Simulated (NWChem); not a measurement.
System: TaNHCl₃; SMILES [NH]=[Ta]([Cl])([Cl])[Cl]

Here is an NWChem input.

```
start job
memory heap 200 mb stack 900 mb global 1100 mb
geometry units angstroms noautoz
  Ta     0.000000     0.000000     0.122678
  N      0.000000     0.000000     1.867296
  H      0.000000     0.000000     2.881431
  Cl    -0.778935     2.062474    -0.543767
  Cl    -1.396687    -1.705814    -0.543767
  Cl     2.175622    -0.356660    -0.543767
end
basis spherical
  Ta library def2-svp
  N library def2-svp
  H library def2-svp
  Cl library def2-svp
end
ecp
  Ta library def2-ecp
end
dft
  xc b3lyp
  iterations 150
  mulliken
end
task dft gradient
```

Output (shortened):

```
             Northwest Computational Chemistry Package (NWChem) 7.3.0
             --------------------------------------------------------

 C3  symmetry detected

                             Geometry "geometry" -> ""
                             -------------------------

 Output coordinates in angstroms (scale by  1.889725989 to convert to a.u.)

  No.       Tag          Charge          X              Y              Z
 ---- ---------------- ---------- -------------- -------------- --------------
    1 Ta                  73.0000     0.00000000     0.00000000     0.14407285
    2 N                    7.0000     0.00000000     0.00000000     1.88869085
    3 H                    1.0000     0.00000000     0.00000000     2.90282585
    4 Cl                  17.0000     0.60874830     2.11895325    -0.52237215
    5 Cl                  17.0000    -2.13944150    -0.53228513    -0.52237215
    6 Cl                  17.0000     1.53069320    -1.58666812    -0.52237215

 Effective nuclear repulsion energy (a.u.)    1212.6401188095

      Symmetry information
      --------------------

 Group name             C3
 Group number              5
 Group order               3
 No. of unique centers     4

                                 NWChem DFT Module
                                 -----------------

 Summary of "ao basis" -> "ao basis" (spherical)
 ------------------------------------------------------------------------------
       Tag                 Description            Shells   Functions and Types
 ---------------- ------------------------------  ------  ---------------------
 Ta                         def2-svp                12       32   6s3p2d1f
 N                          def2-svp                 6       14   3s2p1d
 H                          def2-svp                 3        5   2s1p
 Cl                         def2-svp                 8       18   4s3p1d

      Symmetry analysis of basis
      --------------------------

        a          41
        e+         32
        e-         32

  Rotation of axis

            General Information
            -------------------
          SCF calculation type: DFT
          Wavefunction type:  closed shell.
          No. of atoms     :     6
          No. of electrons :    72
           Alpha electrons :    36
            Beta electrons :    36
          Charge           :     0
          Spin multiplicity:     1
          Use of symmetry is: on ; symmetry adaption is: on
          Maximum number of iterations: 150
          AO basis - number of functions:   105
                     number of shells:    45
          Convergence on energy requested:  1.00D-06
          Convergence on density requested:  1.00D-05
          Convergence on gradient requested:  5.00D-04

              XC Information
              --------------
                         B3LYP Method XC Potential
                     Hartree-Fock (Exact) Exchange  0.200
                        Slater Exchange Functional  0.800 local
                    Becke 1988 Exchange Functional  0.720 non-local
              Lee-Yang-Parr Correlation Functional  0.810
                  VWN I RPA Correlation Functional  0.190 local

             Grid Information
             ----------------
          Grid used for XC integration:  medium
          Radial quadrature: Mura-Knowles
          Angular quadrature: Lebedev.
          Tag              B.-S. Rad. Rad. Pts. Rad. Cut. Ang. Pts.
          ---              ---------- --------- --------- ---------
          Ta                  1.45      123           9.0       590
          N                   0.65       49           9.0       434
          H                   0.35       45          11.0       434
          Cl                  1.00       88          11.0       590
          Grid pruning is: on
          Number of quadrature shells:   305
          Spatial weights used:  Erf1

      Superposition of Atomic Density Guess
      -------------------------------------

 Sum of atomic energies:       -1494.63267308

      Non-variational initial energy
      ------------------------------

 Total energy =   -1489.478728
 1-e energy   =   -2812.098993
 2-e energy   =     951.944093
 HOMO         =      -0.377765
 LUMO         =       0.027689

      Symmetry analysis of molecular orbitals - initial
      -------------------------------------------------

  Numbering of irreducible representations:

     1 a           2 e+          3 e-

  Orbital symmetries:

     1 a           2 e+          3 e+          4 a           5 a
     6 e+          7 e+          8 a           9 e+         10 e+
    11 e+         12 e+         13 a          14 e+         15 e+
    16 a          17 a          18 a          19 e+         20 e+
    21 a          22 a          23 e+         24 e+         25 a
    26 a          27 e+         28 e+         29 e+         30 e+
    31 a          32 e+         33 e+         34 a          35 e+
    36 e+         37 a          38 e+         39 e+         40 a
    41 e+         42 e+         43 a          44 e+         45 e+
    46 a

     ---------------------------------------------
      Total Density - Mulliken Population Analysis
     ---------------------------------------------

    Atom       Charge   Shell Charges
 -----------   ------   -------------------------------------------------------
    1 Ta  13    10.60   0.03 -0.32  1.77  0.53  0.43  0.06  5.46  0.61  0.18  1.40  0.33  0.12
    2 N    7     8.12   1.99  1.10  0.56  2.74  1.73  0.01
    3 H    1     0.78   0.60  0.13  0.04
    4 Cl  17    17.50   2.00  1.99  1.23  0.72  5.94  2.20  3.41  0.01
    5 Cl  17    17.50   2.00  1.99  1.23  0.72  5.94  2.20  3.41  0.01
    6 Cl  17    17.50   2.00  1.99  1.23  0.72  5.94  2.20  3.41  0.01

   convergence    iter        energy       DeltaE   RMS-Dens  Diis-err
 ---------------- ----- ----------------- --------- --------- ---------
 d= 0,ls=0.0,diis     1  -1492.4608050702 -1.86D+03  4.17D-02  2.46D+00
 d= 0,ls=0.0,diis     2  -1488.3204683352  4.14D+00  3.27D-02  3.36D+01
 d= 0,ls=0.0,diis     3  -1492.7889935819 -4.47D+00  4.43D-03  5.23D-02
 d= 0,ls=0.0,diis     4  -1492.7736485110  1.53D-02  2.59D-03  1.76D-01
 d= 0,ls=0.0,diis     5  -1492.7970129961 -2.34D-02  2.41D-04  1.07D-03
  Resetting Diis
 d= 0,ls=0.0,diis     6  -1492.7971521118 -1.39D-04  5.82D-05  1.34D-04
 d= 0,ls=0.0,diis     7  -1492.7971670734 -1.50D-05  1.97D-05  2.53D-06
 d= 0,ls=0.0,diis     8  -1492.7971669461  1.27D-07  1.57D-05  3.76D-06
 d= 0,ls=0.0,diis     9  -1492.7971671690 -2.23D-07  6.70D-06  1.87D-06

         Total DFT energy =    -1492.797167169037
      One electron energy =    -2815.082221405009
           Coulomb energy =     1050.467128060508
    Exchange-Corr. energy =      -98.858246229950
 Nuclear repulsion energy =      370.676172405413

 Numeric. integr. density =       71.999997962169

                  Occupations of the irreducible representations
                  ----------------------------------------------

                     irrep           alpha         beta
                     --------     --------     --------
                     a                14.0         14.0
                     e+               22.0         22.0
                     e-                0.0          0.0

                       DFT Final Molecular Orbital Analysis
                       ------------------------------------

 Vector   34  Occ=2.000000D+00  E=-3.377214D-01  Symmetry=a
              MO Center=  4.8D-14,  7.8D-14, -5.1D-01, r^2= 5.9D+00
   Bfn.  Coefficient  Atom+Function         Bfn.  Coefficient  Atom+Function
  ----- ------------  ---------------      ----- ------------  ---------------
    81      0.366753  5 Cl py                62      0.363242  4 Cl px
    78      0.273599  5 Cl py                59      0.270980  4 Cl px
    98     -0.271992  6 Cl px                99     -0.262401  6 Cl py
    95     -0.202908  6 Cl px                96     -0.195751  6 Cl py
    75      0.158606  5 Cl py                56      0.157087  4 Cl px

 Vector   35  Occ=2.000000D+00  E=-3.047547D-01  Symmetry=e+
              MO Center= -1.0D-01,  3.8D-01,  8.6D-01, r^2= 3.9D+00
   Bfn.  Coefficient  Atom+Function         Bfn.  Coefficient  Atom+Function
  ----- ------------  ---------------      ----- ------------  ---------------
    37      0.376488  2 N  py                40     -0.280075  2 N  py
    64      0.276629  4 Cl pz                36      0.229480  2 N  px
    17     -0.220142  1 Ta d -1              61      0.207996  4 Cl pz
    82     -0.204009  5 Cl pz                63      0.184102  4 Cl py
    39     -0.170714  2 N  px                79     -0.153393  5 Cl pz

 Vector   36  Occ=2.000000D+00  E=-3.047547D-01  Symmetry=e+
              MO Center=  1.0D-01, -3.8D-01,  8.6D-01, r^2= 3.9D+00
   Bfn.  Coefficient  Atom+Function         Bfn.  Coefficient  Atom+Function
  ----- ------------  ---------------      ----- ------------  ---------------
    36      0.376488  2 N  px                39     -0.280075  2 N  px
   100      0.277497  6 Cl pz                37     -0.229480  2 N  py
    19      0.220142  1 Ta d  1              97      0.208648  6 Cl pz
    82     -0.201639  5 Cl pz                40      0.170714  2 N  py
    79     -0.151611  5 Cl pz                99     -0.137766  6 Cl py

[...]

                         DFT ENERGY GRADIENTS

    atom               coordinates                        gradient
                 x          y          z           x          y          z
   1 Ta      0.000000   0.000000   0.272258   -0.000000   0.000000   0.007013
   2 N       0.000000   0.000000   3.569108    0.000000  -0.000000  -0.012118
   3 H       0.000000   0.000000   5.485545    0.000000   0.000000  -0.001156
   4 Cl      1.150367   4.004241  -0.987140   -0.001550  -0.005390   0.002087
   5 Cl     -4.042958  -1.005873  -0.987140    0.005442   0.001353   0.002087
   6 Cl      2.892591  -2.998368  -0.987140   -0.003893   0.004037   0.002087
```

Level: B3LYP/def2-SVP with def2 effective core potentials on Ta. Coordinates come from a PBE0/def2-SVP optimisation. Not confirmed as a minimum by frequencies. def2 effective core potentials on Ta; no spin-orbit coupling.
